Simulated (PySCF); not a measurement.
Al⁺ (aluminium, charge +1) across methods

[Ne] 3s2, closed-shell 1S. Calculation: PySCF 2.14, in x2c-QZVPPall with one added diffuse shell each of s, p, d, f type (10s7p5d3f1g, 86 functions); the spin-free X2C one-electron Hamiltonian (Gaussian nucleus).

```
   method  E (hartree)  mean ε 2s (eV)  mean ε 2p (eV)  mean ε 3s (eV)  Σ⟨r²⟩ (bohr²)   ⟨S²⟩
     PBE0    -242.4733         -123.25         -82.700         -15.764          16.82  0.000
CAM-B3LYP    -242.5970         -123.82         -83.902         -17.103          16.79  0.000
    HSE06    -242.4892         -122.79         -82.243         -15.377          16.80  0.000
      LDA    -241.5333         -115.83         -78.074         -14.917          16.72  0.000
      PBE    -242.4549         -116.45         -77.953         -14.808          16.79  0.000
  wB97X-V    -242.5484         -124.87         -84.732         -17.990          16.89  0.000
BHandHLYP    -242.5995         -129.83         -87.393         -16.621          16.86  0.000
      UHF   -242.11169         -142.46         -95.807         -17.781          17.23  0.000
   r2SCAN    -242.5517         -120.06         -79.773         -14.962          16.90  0.000
```
